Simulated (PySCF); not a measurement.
ethylene carbonate (C$_{3}$H$_{4}$O$_{3}$), singlet, geometry from GFN2-xTB; MP2/STO-3G (PySCF).

PySCF was given this input:
```python
from pyscf import gto, scf, mp

mol = gto.M(
    atom='''
O     2.023648   -0.101964   -0.022196
C     0.841292   -0.042389   -0.009227
O     0.025280   -1.109066    0.060159
C    -1.329230   -0.704059    0.056644
C    -1.252658    0.834151   -0.028325
O     0.135297    1.100975   -0.061921
H    -1.804684   -1.055102    0.976343
H    -1.829133   -1.152343   -0.806069
H    -1.710429    1.232215   -0.937789
H    -1.685980    1.329456    0.844623
''',
    basis='sto-3g',
    charge=0,
    spin=0,
    verbose=4,
)

mf = scf.RHF(mol)
mf.kernel()

pt = mp.MP2(mf, frozen=6)
pt.kernel()
print('E(MP2) = %.10f' % pt.e_tot)
```

What the program printed (banner, timings and long lists left out):

```
PySCF version 2.14.0

[INPUT] verbose = 4
[INPUT] num. atoms = 10
[INPUT] num. electrons = 46
[INPUT] charge = 0
[INPUT] spin (= nelec alpha-beta = 2S) = 0
[INPUT] symmetry False subgroup None
[INPUT] Mole.unit = angstrom
[INPUT] Symbol           X                Y                Z      unit          X                Y                Z       unit  Magmom
[INPUT]  1 O      2.023648000000  -0.101964000000  -0.022196000000 AA    3.824140492524  -0.192684034565  -0.041944361061 Bohr   0.0
[INPUT]  2 C      0.841292000000  -0.042389000000  -0.009227000000 AA    1.589811470788  -0.080103600694  -0.017436502951 Bohr   0.0
[INPUT]  3 O      0.025280000000  -1.109066000000   0.060159000000 AA    0.047772276429  -2.095830994067   0.113684033928 Bohr   0.0
[INPUT]  4 C     -1.329230000000  -0.704059000000   0.056644000000 AA   -2.511880656556  -1.330478685535   0.107041646600 Bohr   0.0
[INPUT]  5 C     -1.252658000000   0.834151000000  -0.028325000000 AA   -2.367180547745   1.576316936532  -0.053526492478 Bohr   0.0
[INPUT]  6 O      0.135297000000   1.100975000000  -0.061921000000 AA    0.255674275475   2.080541219993  -0.117013731359 Bohr   0.0
[INPUT]  7 H     -1.804684000000  -1.055102000000   0.976343000000 AA   -3.410358501385  -1.993853813481   1.845020873636 Bohr   0.0
[INPUT]  8 H     -1.829133000000  -1.152343000000  -0.806069000000 AA   -3.456560415404  -2.177612671560  -1.523249647502 Bohr   0.0
[INPUT]  9 H     -1.710429000000   1.232215000000  -0.937789000000 AA   -3.232242365514   2.328548876581  -1.772164372630 Bohr   0.0
[INPUT] 10 H     -1.685980000000   1.329456000000   0.844623000000 AA   -3.186040451494   2.512307734660   1.596106148509 Bohr   0.0

nuclear repulsion = 247.481596627933
number of shells = 22
number of NR pGTOs = 102
number of NR cGTOs = 34
basis = sto-3g
ecp = {}

******** <class 'pyscf.scf.hf.RHF'> ********
method = RHF
initial guess = minao
damping factor = 0
level_shift factor = 0
DIIS = <class 'pyscf.scf.diis.CDIIS'>
diis_start_cycle = 1
diis_space = 8
diis_damp = 0
SCF conv_tol = 1e-09
SCF conv_tol_grad = None
SCF max_cycles = 50
direct_scf = True
direct_scf_tol = 1e-13
Set gradient conv threshold to 3.16228e-05
Initial guess from minao.
init E= -337.87447836448
  HOMO = -0.296896178799768  LUMO = 0.186628554901896  gap/eV = 13.15738
cycle= 1 E= -335.860116985251  delta_E= 2.01  |g|= 0.821  |ddm|= 4.31
  HOMO = -0.204528172122607  LUMO = 0.319674342482653  gap/eV = 14.26428
cycle= 2 E= -336.035716063883  delta_E= -0.176  |g|= 0.447  |ddm|= 1.48
  HOMO = -0.331511132599334  LUMO = 0.332084110715936  gap/eV = 18.05735
cycle= 3 E= -336.085830417403  delta_E= -0.0501  |g|= 0.0657  |ddm|= 0.553
  HOMO = -0.339240949895796  LUMO = 0.336009048928267  gap/eV = 18.37449
cycle= 4 E= -336.088086629149  delta_E= -0.00226  |g|= 0.0292  |ddm|= 0.125
  HOMO = -0.343137175835487  LUMO = 0.334036041938347  gap/eV = 18.42682
cycle= 5 E= -336.08860298422  delta_E= -0.000516  |g|= 0.00921  |ddm|= 0.0673
  HOMO = -0.342120077051828  LUMO = 0.333549141356567  gap/eV = 18.38590
cycle= 6 E= -336.088678643095  delta_E= -7.57e-05  |g|= 0.00173  |ddm|= 0.0341
  HOMO = -0.342373187870542  LUMO = 0.334096531625533  gap/eV = 18.40768
cycle= 7 E= -336.088680718791  delta_E= -2.08e-06  |g|= 0.000397  |ddm|= 0.00559
  HOMO = -0.342384752099665  LUMO = 0.334019434371885  gap/eV = 18.40590
cycle= 8 E= -336.088680807687  delta_E= -8.89e-08  |g|= 7.07e-05  |ddm|= 0.00112
  HOMO = -0.342358589016556  LUMO = 0.334018561446075  gap/eV = 18.40516
cycle= 9 E= -336.088680810694  delta_E= -3.01e-09  |g|= 1.37e-05  |ddm|= 0.000192
  HOMO = -0.342358849062677  LUMO = 0.334022894873695  gap/eV = 18.40528
cycle= 10 E= -336.088680810812  delta_E= -1.18e-10  |g|= 1.83e-06  |ddm|= 4.17e-05
  HOMO = -0.342359340059783  LUMO = 0.334022155469281  gap/eV = 18.40528
Extra cycle  E= -336.088680810812  delta_E= -3.41e-13  |g|= 6.82e-07  |ddm|= 3.42e-06
converged SCF energy = -336.088680810812

******** <class 'pyscf.mp.mp2.RMP2'> ********
nocc = 17, nmo = 28
frozen orbitals 6
E(RMP2) = -336.372927265108  E_corr = -0.284246454295793
E(SCS-RMP2) = -336.382702483432  E_corr = -0.294021672620177
E_corr(same-spin) = -0.0543162375401254
E_corr(oppo-spin) = -0.229930216755668
E(MP2) = -336.3729272651
```
